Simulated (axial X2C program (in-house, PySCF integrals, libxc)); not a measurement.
What spin–orbit coupling does to WB⁺

Calculated with an in-house relativistic program for diatomic molecules. Spin-free means the one-electron spin-free X2C Hamiltonian; two-component (2c) means X2C with spin–orbit coupling and atomic mean-field two-electron Coulomb and Gaunt terms, so the difference of the two also holds small scalar two-electron terms. Basis: W dyall-cv3z [13s14p9d7f4g], B dyall-v3z [7s6p2d1f] (cores contracted in-house); Gaussian nuclei, density fitting, unrestricted open shells. Masses: W 183.951 u, B 11.009 u.

Spin-free state: M_S = 3, Λ = 0 (beyond evenly filled blocks: 2 × σα, π+α, π-α, δ+α, δ-α); fragments W+ + B.

| level | Re (Å) | ωe (cm⁻¹) | De (eV) | μ (D) |
| --- | --- | --- | --- | --- |
| HF | 2.202 | 446.7 | 2.137 | 0.92 |
| MP2 | 2.062 | 637.9 | 3.216 | n/a |
| TPSS | 2.094 | 623.3 | 3.988 | 0.69 |

Correlated methods: 8 electrons correlated (number of frozen shells: W 5 s, 4 p, 2 d, 1 f; B 1 s), 294 virtual spin orbitals or spinors in MP2.

Dipoles are positive if B is the positive end and refer to the centre of mass.

Two-component determinant lowest at the distance of the search:

Ω = 3 (⟨Sz⟩ = 2.98, ⟨Lz⟩ = 0.02 at HF); fragments W+ + B.

```
level  Re (Å)  ωe (cm⁻¹)  μ (D)
   HF   2.200      446.5   0.90
  MP2   2.060      637.2    n/a
 TPSS   2.092      620.3   0.69
```

**Question.** From the two tables, how do the constants change at the MP2 level (2c against spin-free)?

**Answer.** At the MP2 level Re falls by 0.002 Å and ωe goes down by 0.7 cm⁻¹.

Occupations by symmetry block were frozen at the best pattern of an incomplete PBE0 search. Dissociation energies refer to the lowest single-determinant-based atoms at the same level and basis. De is not given where an atomic determinant may have missed its ground term or J level, or where the truncated virtual space spoils (T). Density functionals use the spin component along the axis (collinear). Other states lie close and PBE0, whose exact exchange favours high spin, may order them wrongly; the determinant shown need not be the ground state. The nearest other spin-free determinant of the search, M_S = 2, Λ = 0, lies 0.55 eV up at the distance of the search. The functionals have no current-density term, which raises determinants with orbital currents, atoms included. With several unpaired electrons one determinant need not be a pure state. Open-shell Ω = 0 determinants with evenly filled partner blocks cannot be reached by this program, so the Ω shown need not be the lowest component. With the outer-core shells frozen, correlated bond lengths of heavy atoms tend to come out a few hundredths of an ångström too long.
